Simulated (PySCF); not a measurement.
Predicted microwave data (PySCF, PBE0-D3(BJ)/def2-SVP geometry optimisation, gas phase) for one isomer of C3H8FNSi:

| Item | Value |
| --- | --- |
| Rotational constants | A = 10885, B = 973.3, C = 913.2 MHz |
| Dipole components | \|μa\| = 1.19 D, \|μb\| = 1.51 D, \|μc\| = 0.00 D |
| Inertial defect | -12.24 u·Å² |
| κ | -0.99 |

Question: Which candidate fits, each taken in the one conformer that was computed?
A. `[F:1][CH2:2][CH2:3]/[CH:4]=[N:5]\[SiH3:6]` with F1–C2–C3–C4 -62°, C2–C3–C4–N5 -131°
B. `[F:1][C@@H:2]1[CH2:3][NH:4][SiH2:5][CH2:6]1` with F1–C2–C3–N4 -80°, C2–C3–N4–Si5 -18°, C3–N4–Si5–C6 -4°, N4–Si5–C6–C2 24°
C. `[CH2:1]=[C:2]([CH2:3][F:4])[SiH2:5][NH2:6]` with C1–C2–C3–F4 -1°, C1–C2–Si5–N6 -80°, C2–Si5–N6–H -40° and 178°
D. `[F:1][CH2:2][CH2:3]/[CH:4]=[N:5]/[SiH3:6]` with F1–C2–C3–C4 -179°, C2–C3–C4–N5 0°

Answer: D. It is FCC/C=N/[SiH3], a near-prolate asymmetric top, point group Cs. The candidates at the same level (rigid rotor, commonest isotopes):

```
            SMILES  A (MHz)  B (MHz)  C (MHz)  μa (D)  μb (D)  μc (D)  Δ (u·Å²)  point group                        rotor
    FCC/C=N\[SiH3]     9342     1072     1011    0.63    2.15    0.31    -26.00           C1  near-prolate asymmetric top
F[C@@H]1CN[SiH2]C1     4335     2677     2159    0.25    1.08    1.53    -71.36           C1               asymmetric top
    C=C(CF)[SiH2]N     5649     1432     1330    1.73    1.04    0.75    -62.32           C1  near-prolate asymmetric top
    FCC/C=N/[SiH3]    10885    973.3    913.2    1.19    1.51    0.00    -12.24           Cs  near-prolate asymmetric top
```

`FCC/C=N\[SiH3]` has A 14 % too low; `F[C@@H]1CN[SiH2]C1` has B 175 % too high; `C=C(CF)[SiH2]N` has A 48 % too low. In the right answer the mirror of this Cs structure is the ab plane, so μc vanishes by symmetry (the 0.01 D computed is a residue). No structure here is proved a minimum.
